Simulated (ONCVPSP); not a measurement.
**Which change was made? (Ce, ONCV)**

```json
{"Element": "Ce", "Generator": "ONCVPSP 4.0.1", "Type": "optimised norm-conserving Vanderbilt (ONCV)", "Functional": "PBE", "Relativity": "scalar-relativistic", "Frozen core": "[Kr] 4d10", "Valence charge": "12", "Reference configuration": "4f1 5s2 5p6 5d1 6s1 (charge +1)", "Partial waves": "5s+6s: rc 2.70 bohr, ncon 4, nbas 8, qcut 4.4 1/bohr, 3 projectors, debl 2.9 Ha; 5p: rc 2.00 bohr, ncon 4, nbas 8, qcut 3.8 1/bohr, 2 projectors, debl 1.8 Ha; 5d: rc 3.45 bohr, ncon 5, nbas 10, qcut 4.1 1/bohr, 2 projectors, debl 0.6 Ha; 4f: rc 1.85 bohr, ncon 4, nbas 8, qcut 10.3 1/bohr, 2 projectors, debl 2.1 Ha", "Local potential": "polynomial inside 1.35 bohr (lpopt 2, dvloc0 6 Ha)", "Core correction": "Teter function, fcfact 6, rcfact 1.2"}
```

Cutoffs, loose and tight: the cutoffs (Ha) at which the residual kinetic energy of the hardest occupied pseudo-wave falls to 1 and 0.1 mHa per electron. They do not see the model core or the augmentation charge, which bear on the density cutoff. Test errors are all-electron minus pseudo excitation energies from the reference, over the configurations 4f1 5s2 5p6 5d1 6s2; 4f1 5s2 5p6 5d1 6s0; 4f1 5s2 5p6 5d0 6s0; 4f1 5s2 5p6 5d1.5 6s1.5; variants that change the core or the reference have their own tests.

The base gives: outcome: generated; cutoff, loose: 41 Ha; cutoff, tight: 49 Ha; bound ghosts: none; GHOST(+) flags above zero: none; largest test error (meV): +8.2.

**Question.** After one change the result is: outcome: generated; cutoff, loose: 41 Ha; cutoff, tight: 49 Ha; bound ghosts: none; GHOST(+) flags above zero: none; largest test error (meV): -275. Which change was it?
A. core correction Teter function, fcfact 6, rcfact 2
B. core correction Teter function, fcfact 6, rcfact 1.58
C. core correction Teter function, fcfact 6, rcfact 1.42
D. core correction Teter function, fcfact 6, rcfact 1.76

**Answer.** A. The others give: core correction Teter function, fcfact 6, rcfact 1.76 → outcome: generated; cutoff, loose: 41 Ha; cutoff, tight: 49 Ha; bound ghosts: none; GHOST(+) flags above zero: none; largest test error (meV): -105 | core correction Teter function, fcfact 6, rcfact 1.42 → outcome: generated; cutoff, loose: 41 Ha; cutoff, tight: 49 Ha; bound ghosts: none; GHOST(+) flags above zero: none; largest test error (meV): -5.0 | core correction Teter function, fcfact 6, rcfact 1.58 → outcome: generated; cutoff, loose: 41 Ha; cutoff, tight: 49 Ha; bound ghosts: none; GHOST(+) flags above zero: none; largest test error (meV): -26.
